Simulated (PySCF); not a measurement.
A GIAO shielding run with PySCF 2.14 (density fitting, non-relativistic, gas phase) on SMILES OC([SiH2]C/C(=C/SC)C)=O, C6H12O2SSi:

```
$ OMP_NUM_THREADS=1 python probes_run.py task.json out

{"job": {"kind": "nmr", "xc": "PBE0", "basis": "pcSseg-1"}, "charge": 0, "multiplicity": 1}
C      2.785790     2.292764     0.065809
S      2.545800     0.591590    -0.523595
C      1.076348     0.201371     0.365914
C      0.482398    -0.988035     0.378249
C      1.005266    -2.174121    -0.367275
C     -0.799106    -1.186758     1.136844
Si    -2.321848    -0.869054     0.031635
C     -2.256390     0.970200    -0.519758
O     -1.722493     1.883392     0.059521
O     -2.921429     1.155666    -1.665935
H      1.893007     2.875527    -0.143209
H      3.633550     2.698332    -0.477208
H      2.998240     2.280713     1.131467
H      0.663325     1.043226     0.897580
H      0.268689    -2.518286    -1.093074
H      1.206075    -2.996170     0.320003
H      1.924292    -1.921619    -0.890176
H     -0.837499    -0.498141     1.982601
H     -0.832929    -2.200277     1.536933
H     -2.335229    -1.669721    -1.192146
H     -3.566174    -1.042081     0.788241
H     -2.900093     2.090868    -1.937686
```

Hardware: 1 thread of an Arm Neoverse N1, shared host. The job also computes population analyses, field gradients.

(1) How large is the calculation?

(2) How long does it take, and how much memory does it need?

## Answers

(1) 94 electrons, 244 basis functions and 1310 auxiliary functions.

(2) 2.1 min of wall time, with 14 SCF cycles and 5 response iterations; peak memory 1.1 GiB. Times on a shared host scatter by some tens of per cent.
